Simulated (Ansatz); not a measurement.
`CC(F)BF` and `C[CH](F)[InH2]` differ in one atom or group.

Ansatz, PBE0-D4/def2-TZVP geometries, multiplicity 1. Each molecule was computed in one conformer, which needn't be the lowest.

Elements past krypton have def2 core potentials.

| property | `CC(F)BF` |
| --- | --- |
| HOMO energy (PBE/def2-TZVPP) / eV | -7.02 |
| size of the dipole moment (ωB97M-V/def2-TZVPP) / D | 1.21 |
| size of the dipole moment (PBE/def2-TZVPP) / D | 1.22 |
| HOMO–LUMO gap (ωB97M-V/def2-TZVPP) / eV | 11.90 |
| LUMO energy (ωB97M-V/def2-TZVPP) / eV | 0.95 |
| HOMO–LUMO gap (PBE/def2-TZVPP) / eV | 4.99 |

Problem. Give the same properties after the change, and the shifts. (Estimate.)

Solution. Computed: 
```
                                          property  `C[CH](F)[InH2]`  shift
                 HOMO energy (PBE/def2-TZVPP) / eV             -5.83   1.19
size of the dipole moment (ωB97M-V/def2-TZVPP) / D              1.77   0.56
    size of the dipole moment (PBE/def2-TZVPP) / D              1.65   0.43
           HOMO–LUMO gap (ωB97M-V/def2-TZVPP) / eV              8.89  -3.01
             LUMO energy (ωB97M-V/def2-TZVPP) / eV             -0.33  -1.28
               HOMO–LUMO gap (PBE/def2-TZVPP) / eV              3.29  -1.70
```

With PBE0 the HOMO rises by 1.56 eV and the LUMO falls by 0.79 eV, so the gap narrows by about 2.35 eV. PBE moves the HOMO by 1.19 eV and ωB97M-V by 1.74 eV. Dipoles are sizes alone; their direction can turn.
